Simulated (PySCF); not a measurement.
# Simulated characterisation data

Averaged over atoms made equivalent by symmetry, fast rotation or ring inversion, non-relativistic Hamiltonian, in vacuum, a single conformation. Shieldings: GIAO PBE0/pcSseg-1; GFN2-xTB geometry; PySCF 2.14.0 with density-fitted response routines.

Referencing at the same level of theory: 1H (31.72 ppm) and 13C (186.93 ppm) against TMS. Splittings of carbon signals by F and P are missing where no couplings were computed. Where no couplings were computed, multiplicities follow the n + 1 count of equivalent neighbours, and m marks all less simple cases (inequivalent or close neighbours, rings, F or P nearby). Shifts are as computed. Against solution values, carbons near 30 ppm lie about +3 ppm off and those near 130 ppm about +5 ppm. Of 1309 compounds with measured shifts, 239 miss one by over three times the rms of a fit or turn the order of signals round; such compounds aren't used in these exercises.

**1.** `CC(=O)[SiH2]/C(F)=C\C=O`, C5H7FO2Si. 1H NMR (600 MHz, computed): δ 9.45 (m, 1H), 6.77 (m, 1H), 4.80 (m, 2H), 2.57 (s, 3H). 13C{1H} NMR (computed): δ 235.3, 213.1, 200.3, 126.0, 41.3.

**2.** `C#CC1=C([SiH3])C[C@H]1C=C`, C8H10Si. 1H NMR (600 MHz, computed): δ 5.96 (m, 1H), 5.47 (m, 1H), 5.36 (m, 1H), 4.16 (s, 3H), 3.51 (m, 1H), 3.21 (s, 1H), 2.87 (m, 1H), 2.24 (m, 1H). 13C{1H} NMR (computed): δ 162.8, 157.1, 149.0, 122.9, 96.8, 82.4, 57.9, 40.8.
